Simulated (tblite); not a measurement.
Record of a relaxation.

Species: C₅H₉BOS₂.
Atom-mapped SMILES: `[CH2:1]=[CH:2][CH2:3][O:4][C@H:5]1[CH2:6][S:7][BH:8][S:9]1` (hydrogens: H10, H11 on C1; H12 on C2; H13, H14 on C3; H15 on C5; H16, H17 on C6; H18 on B8)

Computed with GFN2-xTB (tblite), gas phase: L-BFGS steps from a force-field or distance-geometry start until the largest atomic force falls under 0.01 eV/Å. 10 of its 135 geometries are shown.

Step 0: E = -735.6200 eV, largest atomic force 3.238 eV/Å
```
atom  x, y, z in Å  |  force x, y, z in eV/Å
C1      2.596   -0.723   -0.541   -0.680   0.704   0.224
C2      1.864    0.085    0.216    1.146  -0.542   0.912
C3      1.108    1.245   -0.292    0.366   0.507  -1.101
O4     -0.258    1.082   -0.006    0.314   0.204  -0.004
C5     -0.693   -0.102   -0.601    0.058   0.315  -0.512
C6     -1.212   -1.012    0.435    1.166  -2.017   1.042
S7     -2.952   -0.869    0.659   -2.219   0.848   0.656
B8     -3.421    0.552   -0.510    2.973  -0.726   1.058
S9     -1.988    0.351   -1.753   -1.471   1.112  -0.885
H10     2.631   -0.539   -1.605    0.288  -0.278   0.084
H11     3.109   -1.540   -0.089    0.283  -0.344  -0.186
H12     1.809   -0.092    1.299   -0.024   0.137  -0.458
H13     1.212    1.238   -1.403    0.103   0.365   0.289
H14     1.483    2.212    0.082   -0.388  -0.321   0.157
H15     0.100   -0.616   -1.177   -0.300   0.387   0.024
H16    -0.924   -2.072    0.199   -0.484   0.635   0.118
H17    -0.700   -0.782    1.405   -0.574  -0.074  -0.531
H18    -3.772    1.588   -0.034   -0.558  -0.913  -0.885
```

Step 15: E = -737.1577 eV, largest atomic force 0.364 eV/Å
```
atom  x, y, z in Å  |  force x, y, z in eV/Å
C1      2.676   -0.747   -0.530    0.099   0.108   0.061
C2      2.058    0.143    0.225   -0.071  -0.102  -0.064
C3      1.232    1.263   -0.325   -0.116  -0.017   0.007
O4     -0.126    0.975   -0.023   -0.082   0.243   0.161
C5     -0.720   -0.130   -0.630    0.069   0.177   0.114
C6     -1.263   -1.061    0.464    0.218   0.074  -0.162
S7     -2.951   -0.552    0.968   -0.048   0.150  -0.008
B8     -3.290    0.587   -0.356    0.043  -0.239  -0.017
S9     -2.083    0.617   -1.656    0.075  -0.201   0.049
H10     2.760   -0.617   -1.598   -0.023  -0.015   0.000
H11     3.171   -1.606   -0.116    0.059  -0.034   0.041
H12     1.935    0.013    1.294    0.207  -0.032  -0.072
H13     1.370    1.399   -1.407    0.019  -0.048   0.102
H14     1.407    2.212    0.196    0.103  -0.103  -0.085
H15    -0.021   -0.641   -1.309   -0.203  -0.003   0.109
H16    -1.258   -2.113    0.154   -0.177   0.274   0.021
H17    -0.633   -0.941    1.360   -0.181  -0.107  -0.297
H18    -4.273    1.206   -0.425    0.010  -0.126   0.039
```

Step 30: E = -737.2932 eV, largest atomic force 0.075 eV/Å
```
atom  x, y, z in Å  |  force x, y, z in eV/Å
C1      2.741   -0.750   -0.536    0.018   0.012  -0.001
C2      2.090    0.113    0.222   -0.006  -0.021   0.006
C3      1.252    1.241   -0.300    0.001   0.020  -0.005
O4     -0.120    1.055    0.015   -0.012  -0.019  -0.011
C5     -0.732   -0.040   -0.584   -0.040  -0.028   0.021
C6     -1.308   -0.988    0.457    0.044  -0.061  -0.003
S7     -2.916   -0.377    1.087   -0.009   0.018  -0.007
B8     -3.363    0.503   -0.382   -0.004   0.025  -0.014
S9     -2.126    0.573   -1.654    0.043   0.018   0.021
H10     2.767   -0.666   -1.610   -0.029   0.018  -0.021
H11     3.298   -1.567   -0.112    0.040  -0.007   0.006
H12     2.085    0.005    1.298   -0.018   0.002   0.007
H13     1.379    1.361   -1.385    0.003  -0.021   0.002
H14     1.512    2.175    0.203    0.034   0.042  -0.020
H15    -0.041   -0.573   -1.252   -0.055   0.018   0.048
H16    -1.485   -1.974    0.025   -0.001  -0.007   0.000
H17    -0.631   -1.070    1.306   -0.006  -0.007  -0.014
H18    -4.412    0.984   -0.513   -0.003  -0.001  -0.014
```

Step 45: E = -737.2980 eV, largest atomic force 0.057 eV/Å
```
atom  x, y, z in Å  |  force x, y, z in eV/Å
C1      2.765   -0.733   -0.539   -0.012  -0.003   0.003
C2      2.103    0.113    0.228    0.013   0.022  -0.004
C3      1.253    1.229   -0.303   -0.020  -0.001   0.001
O4     -0.110    1.038    0.048   -0.012  -0.005   0.014
C5     -0.735   -0.044   -0.562   -0.010   0.007   0.000
C6     -1.327   -0.997    0.463    0.013  -0.011  -0.011
S7     -2.937   -0.375    1.081   -0.007  -0.022   0.043
B8     -3.364    0.514   -0.387   -0.015   0.033  -0.017
S9     -2.108    0.604   -1.635    0.028  -0.010  -0.049
H10     2.764   -0.634   -1.613    0.039  -0.027   0.004
H11     3.342   -1.544   -0.128    0.020   0.006  -0.022
H12     2.095    0.007    1.304    0.013   0.002  -0.013
H13     1.353    1.312   -1.394    0.012   0.024   0.024
H14     1.524    2.180    0.163   -0.004  -0.015  -0.021
H15    -0.051   -0.581   -1.229   -0.013   0.005   0.015
H16    -1.513   -1.975    0.019    0.003  -0.014  -0.004
H17    -0.651   -1.096    1.311   -0.034  -0.003   0.024
H18    -4.412    0.990   -0.540   -0.016   0.012   0.013
```

Step 60: E = -737.3099 eV, largest atomic force 0.082 eV/Å
```
atom  x, y, z in Å  |  force x, y, z in eV/Å
C1      2.895   -0.671   -0.581   -0.006   0.004  -0.012
C2      2.188    0.136    0.185   -0.021  -0.023   0.003
C3      1.238    1.187   -0.313   -0.005  -0.017   0.017
O4     -0.078    0.933    0.164    0.000  -0.011   0.026
C5     -0.756   -0.090   -0.484    0.018  -0.024   0.041
C6     -1.437   -1.034    0.494   -0.074   0.012   0.032
S7     -3.072   -0.394    1.031    0.051   0.031  -0.036
B8     -3.378    0.580   -0.415    0.036  -0.016  -0.031
S9     -2.052    0.663   -1.594   -0.042  -0.008   0.001
H10     2.879   -0.599   -1.657   -0.003   0.004  -0.017
H11     3.536   -1.428   -0.162    0.017   0.018  -0.030
H12     2.216    0.037    1.262   -0.006   0.021   0.019
H13     1.241    1.244   -1.409    0.011  -0.005   0.007
H14     1.505    2.166    0.096   -0.029  -0.013   0.018
H15    -0.087   -0.657   -1.141    0.014  -0.014  -0.021
H16    -1.617   -2.000    0.022   -0.006  -0.007   0.005
H17    -0.832   -1.168    1.389    0.037   0.034  -0.021
H18    -4.399    1.103   -0.599    0.008   0.012  -0.001
```

Step 74: E = -737.3253 eV, largest atomic force 0.106 eV/Å
```
atom  x, y, z in Å  |  force x, y, z in eV/Å
C1      3.040   -0.557   -0.660   -0.030  -0.004  -0.012
C2      2.273    0.147    0.150    0.012  -0.020  -0.001
C3      1.192    1.099   -0.280    0.025   0.002   0.005
O4     -0.060    0.744    0.293    0.012  -0.020  -0.014
C5     -0.781   -0.201   -0.413   -0.043   0.023  -0.053
C6     -1.576   -1.072    0.543    0.024  -0.012  -0.005
S7     -3.186   -0.315    0.972   -0.073   0.041   0.031
B8     -3.345    0.681   -0.482    0.001  -0.036   0.010
S9     -1.959    0.672   -1.587    0.072  -0.069   0.035
H10     2.947   -0.500   -1.732    0.000   0.045  -0.015
H11     3.808   -1.216   -0.285   -0.058   0.024  -0.015
H12     2.379    0.057    1.223   -0.013   0.016  -0.003
H13     1.100    1.148   -1.371    0.064   0.012   0.002
H14     1.408    2.098    0.108    0.010   0.023  -0.007
H15    -0.135   -0.815   -1.052    0.007  -0.007   0.032
H16    -1.784   -2.047    0.104   -0.016  -0.002  -0.020
H17    -1.012   -1.191    1.466   -0.016  -0.032   0.037
H18    -4.317    1.275   -0.711    0.022   0.016  -0.008
```

Step 89: E = -737.3477 eV, largest atomic force 0.101 eV/Å
```
atom  x, y, z in Å  |  force x, y, z in eV/Å
C1      3.119   -0.396   -0.778   -0.042  -0.022   0.014
C2      2.333    0.158    0.126   -0.065   0.041  -0.043
C3      1.154    1.024   -0.221   -0.004   0.000  -0.005
O4     -0.053    0.576    0.388    0.063  -0.028  -0.014
C5     -0.787   -0.355   -0.323    0.027  -0.022   0.064
C6     -1.716   -1.098    0.622    0.005  -0.003  -0.035
S7     -3.244   -0.139    0.947    0.012   0.035   0.008
B8     -3.237    0.761   -0.576    0.006  -0.020   0.002
S9     -1.820    0.516   -1.620    0.001  -0.006   0.016
H10     2.941   -0.275   -1.835    0.005   0.035   0.023
H11     3.978   -0.987   -0.511   -0.005  -0.024   0.043
H12     2.500    0.033    1.188    0.018  -0.043  -0.064
H13     1.036    1.087   -1.310   -0.072   0.045   0.054
H14     1.311    2.030    0.185    0.005  -0.027  -0.043
H15    -0.153   -1.063   -0.874    0.046   0.068   0.034
H16    -2.023   -2.043    0.178   -0.010  -0.049   0.029
H17    -1.224   -1.269    1.579   -0.003   0.007  -0.049
H18    -4.123    1.446   -0.880    0.013   0.011  -0.034
```

Step 104: E = -737.3695 eV, largest atomic force 0.037 eV/Å
```
atom  x, y, z in Å  |  force x, y, z in eV/Å
C1      3.067   -0.336   -0.857   -0.008  -0.031  -0.019
C2      2.277    0.156    0.077    0.013  -0.005  -0.011
C3      1.099    1.046   -0.184    0.007  -0.005   0.006
O4     -0.075    0.554    0.447   -0.004   0.005   0.012
C5     -0.743   -0.434   -0.252    0.012  -0.004   0.022
C6     -1.734   -1.115    0.668   -0.004   0.021  -0.012
S7     -3.176   -0.013    0.941   -0.015  -0.003  -0.020
B8     -3.103    0.772   -0.645   -0.013  -0.001   0.011
S9     -1.703    0.345   -1.656   -0.011   0.011  -0.003
H10     2.915   -0.125   -1.903   -0.008   0.022   0.000
H11     3.906   -0.966   -0.614    0.009  -0.004  -0.009
H12     2.438   -0.073    1.122    0.002  -0.010   0.012
H13     0.924    1.168   -1.260    0.008   0.022   0.006
H14     1.268    2.030    0.266    0.002  -0.002   0.000
H15    -0.056   -1.155   -0.714    0.005  -0.006   0.008
H16    -2.108   -2.037    0.224    0.016  -0.006   0.005
H17    -1.278   -1.320    1.635   -0.012   0.021   0.001
H18    -3.925    1.509   -1.008    0.002  -0.026  -0.010
```

Step 119: E = -737.3906 eV, largest atomic force 0.101 eV/Å
```
atom  x, y, z in Å  |  force x, y, z in eV/Å
C1      2.967   -0.343   -0.978   -0.034   0.002   0.066
C2      2.242    0.086    0.039   -0.035  -0.021  -0.042
C3      1.134    1.093   -0.084    0.014  -0.002   0.022
O4     -0.069    0.629    0.514    0.002  -0.005   0.023
C5     -0.696   -0.397   -0.170   -0.058  -0.002  -0.008
C6     -1.720   -1.058    0.731   -0.049   0.007   0.042
S7     -3.253   -0.046    0.824    0.067  -0.011  -0.047
B8     -3.090    0.677   -0.783    0.043  -0.004   0.009
S9     -1.592    0.293   -1.662    0.031   0.000   0.021
H10     2.804    0.030   -1.976    0.023  -0.012  -0.007
H11     3.753   -1.069   -0.854   -0.024   0.040  -0.006
H12     2.389   -0.296    1.043    0.019   0.031  -0.075
H13     0.950    1.359   -1.135    0.027  -0.040   0.035
H14     1.385    2.001    0.474   -0.009  -0.023   0.003
H15     0.028   -1.129   -0.552   -0.026   0.005  -0.042
H16    -2.007   -2.042    0.353    0.057   0.081   0.020
H17    -1.324   -1.139    1.742   -0.012  -0.032   0.006
H18    -3.911    1.356   -1.244   -0.035  -0.016  -0.019
```

Step 134: E = -737.3984 eV, largest atomic force 0.010 eV/Å
```
atom  x, y, z in Å  |  force x, y, z in eV/Å
C1      2.932   -0.296   -1.071   -0.002  -0.002   0.007
C2      2.238    0.050   -0.003    0.001  -0.007  -0.006
C3      1.147    1.079   -0.007    0.005   0.006   0.001
O4     -0.048    0.607    0.598    0.003   0.002   0.005
C5     -0.685   -0.407   -0.095    0.002   0.008  -0.005
C6     -1.758   -1.017    0.786    0.001  -0.003   0.001
S7     -3.299   -0.021    0.737   -0.002  -0.004  -0.004
B8     -3.049    0.641   -0.884    0.000   0.002   0.002
S9     -1.488    0.267   -1.644    0.001  -0.002  -0.004
H10     2.751    0.153   -2.033   -0.004   0.000   0.005
H11     3.717   -1.032   -1.025   -0.002   0.004  -0.001
H12     2.420   -0.412    0.959    0.003   0.005  -0.004
H13     0.939    1.418   -1.030    0.000  -0.002   0.000
H14     1.438    1.939    0.604   -0.003  -0.003  -0.001
H15     0.027   -1.167   -0.444   -0.001   0.000   0.003
H16    -2.012   -2.021    0.447   -0.008  -0.001   0.000
H17    -1.418   -1.044    1.819    0.003   0.000   0.001
H18    -3.861    1.267   -1.429    0.003  -0.002   0.002
```

**Question.** Summarise the path.

**Answer.** The energy falls by 171.59 kJ/mol from step 0 to step 134; nine tenths of that is first reached at step 19. It falls at every step. The largest force goes from 3.238 to 0.010 eV/Å. Among the bonds B8–S9 changes most, from 1.908 to 1.775 Å; the atoms move by 0.812 Å rms after alignment.

**Question.** Follow the three bonds and two angles with the largest change from start to end.

**Answer.** 
| step | E above end (kJ/mol) | largest force (eV/Å) | B8–S9 (Å) | S7–B8 (Å) | C5–S9 (Å) | S7–B8–S9 (°) | O4–C3–H14 (°) |
| --- | --- | --- | --- | --- | --- | --- | --- |
| 0 | 171.59 | 3.238 | 1.908 | 1.899 | 1.792 | 97.9 | 111.3 |
| 6 | 62.81 | 0.639 | 1.790 | 1.787 | 1.836 | 115.6 | 106.9 |
| 12 | 31.75 | 0.540 | 1.772 | 1.764 | 1.857 | 114.8 | 102.6 |
| 17 | 19.41 | 0.390 | 1.778 | 1.777 | 1.849 | 115.0 | 103.5 |
| 23 | 12.01 | 0.223 | 1.774 | 1.772 | 1.858 | 116.9 | 103.9 |
| 29 | 10.23 | 0.071 | 1.775 | 1.767 | 1.861 | 116.0 | 104.0 |
| 35 | 9.96 | 0.043 | 1.775 | 1.769 | 1.859 | 115.8 | 104.2 |
| 41 | 9.82 | 0.048 | 1.776 | 1.772 | 1.858 | 116.0 | 104.7 |
| 47 | 9.59 | 0.059 | 1.774 | 1.770 | 1.860 | 116.0 | 104.4 |
| 52 | 9.33 | 0.055 | 1.776 | 1.770 | 1.863 | 115.9 | 104.9 |
| 58 | 8.68 | 0.091 | 1.775 | 1.770 | 1.868 | 115.9 | 105.1 |
| 64 | 8.30 | 0.079 | 1.772 | 1.769 | 1.871 | 116.1 | 104.9 |
| 70 | 7.60 | 0.152 | 1.776 | 1.768 | 1.861 | 116.3 | 105.0 |
| 76 | 6.76 | 0.097 | 1.775 | 1.773 | 1.879 | 116.0 | 105.1 |
| 82 | 5.73 | 0.093 | 1.773 | 1.766 | 1.872 | 116.0 | 105.4 |
| 87 | 5.19 | 0.083 | 1.777 | 1.770 | 1.874 | 116.0 | 104.8 |
| 93 | 3.90 | 0.113 | 1.778 | 1.767 | 1.877 | 116.1 | 104.7 |
| 99 | 2.94 | 0.050 | 1.779 | 1.768 | 1.874 | 115.9 | 104.9 |
| 105 | 2.77 | 0.044 | 1.779 | 1.771 | 1.871 | 115.8 | 104.8 |
| 111 | 2.34 | 0.114 | 1.777 | 1.771 | 1.870 | 115.8 | 104.1 |
| 117 | 1.13 | 0.106 | 1.781 | 1.772 | 1.875 | 115.9 | 104.8 |
| 122 | 0.33 | 0.068 | 1.776 | 1.768 | 1.867 | 115.9 | 104.2 |
| 128 | 0.06 | 0.040 | 1.776 | 1.769 | 1.873 | 116.0 | 104.5 |
| 134 | 0.00 | 0.010 | 1.775 | 1.769 | 1.871 | 115.9 | 104.3 |

What follows is the cost of the whole relaxation. Time: 3.6 s wall. Hardware: one thread of an Intel Xeon at 2.50 GHz, shared host with 64 logical CPUs at a one-minute load of 59.
